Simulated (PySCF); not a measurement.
C2H5FSi.
Atom-mapped SMILES: `[CH2:1]=[CH:2][SiH2:3][F:4]` (hydrogens: H5, H6 on C1; H7 on C2; H8, H9 on Si3)

Jobs on this species (9 atoms, 40 electrons) with PySCF (density fitting). Hardware of each: Arm Neoverse V1, one thread, shared host. Other jobs ran on the host; a repeat could differ by tens of per cent or more. Peak memory is the resident size of the whole Python process, interpreter and libraries included.

Task: Rank these jobs by wall time, shortest first.
A. PBE/pcSseg-2; shieldings; 221 basis functions
B. CAM-B3LYP/def2-SVPD, IEF-PCM water; 6 singlets by full TDDFT, polarisability; 127 basis functions
C. PBE0/pcSseg-1, IEF-PCM water; shieldings, charges and field gradients; 100 basis functions

Result: C (6.7 s), B (11 s), A (29 s).

All jobs:

```csv
level and settings,work,basis functions,SCF cycles,wall time,peak memory
PBE0/pcSseg-1,"shieldings, charges and field gradients",100,12,6.0 s,0.46 GiB
"PBE0/pcSseg-1, IEF-PCM water","shieldings, charges and field gradients",100,12,6.7 s,0.49 GiB
"CAM-B3LYP/def2-SVPD, IEF-PCM water","6 singlets by full TDDFT, polarisability",127,12,11 s,0.60 GiB
"delta-SCF UKS SCAN, pcX-2 on the ionised atom, pcseg-1 elsewhere, spin-free X2C","ΔSCF core ionisation, 5 holes",127,78,19 s,0.49 GiB
PBE/pcSseg-2,shieldings,221,15,29 s,0.69 GiB
"PBE0-D3(BJ)/def2-SVP, grid level 1",geometry optimisation from a GFN2-xTB start shaken at random,85,109,35 s,0.36 GiB
CAM-B3LYP/def2-SVPD,"10 singlets by full TDDFT, 4 Tamm–Dancoff triplets, polarisability, ΔSCF ions",127,12,41 s,0.60 GiB
```

Task: What do all jobs in the table cost together?

Result: About 2.5 min; the longest takes about 28 % of that, and about 6.8 times as long as the shortest.
